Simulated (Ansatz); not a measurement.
`C[CH2][InH][CH2]C`. The species carries charge 0 and has multiplicity 1. In takes the def2 core potential. The structure was optimised at the PBE0-D4/def2-TZVP level. It is one conformer, not always the lowest.

```xyz
16

C    -1.244   -1.592   -0.602
C    -1.831   -0.669    0.457
In   -0.567    0.949    1.166
C     1.420    1.359    0.387
C     1.906    0.482   -0.760
H    -1.951   -2.376   -0.897
H    -0.970   -1.050   -1.510
H    -0.339   -2.094   -0.250
H    -2.130   -1.237    1.345
H    -2.753   -0.200    0.095
H    -1.179    1.978    2.431
H     1.424    2.415    0.098
H     2.102    1.293    1.241
H     2.914    0.761   -1.087
H     1.941   -0.574   -0.481
H     1.255    0.555   -1.635
```

(1) What is the dipole moment at r2SCAN/def2-TZVPP? (Estimate.)

(2) And with PBE, B3LYP, ωB97M-V? (Estimate.)

(3) Give the Mulliken charges with r2SCAN, ωB97M-V, B3LYP in def2-TZVPP. (Estimate.)

Answers

(1) Computed: 0.70 D, with components (0.24, -0.42, -0.51) D in this frame, pointing from negative to positive charge.

(2) Computed: PBE 0.74 D, B3LYP 0.68 D, ωB97M-V 0.60 D.

(3) Computed: 
| atom | r2SCAN | ωB97M-V | B3LYP |
| --- | --- | --- | --- |
| C1 | -0.13 | -0.32 | -0.24 |
| C2 | -0.34 | -0.45 | -0.41 |
| In3 | 0.60 | 0.57 | 0.66 |
| C4 | -0.34 | -0.45 | -0.41 |
| C5 | -0.13 | -0.32 | -0.24 |
| H6 | 0.04 | 0.11 | 0.08 |
| H7 | 0.04 | 0.10 | 0.08 |
| H8 | 0.04 | 0.10 | 0.07 |
| H9 | 0.06 | 0.12 | 0.09 |
| H10 | 0.06 | 0.12 | 0.09 |
| H11 | -0.16 | -0.11 | -0.16 |
| H12 | 0.06 | 0.12 | 0.09 |
| H13 | 0.06 | 0.12 | 0.09 |
| H14 | 0.04 | 0.11 | 0.08 |
| H15 | 0.04 | 0.10 | 0.08 |
| H16 | 0.04 | 0.10 | 0.07 |

B3LYP here is the variant with VWN-RPA as its local correlation; programs differ in this.
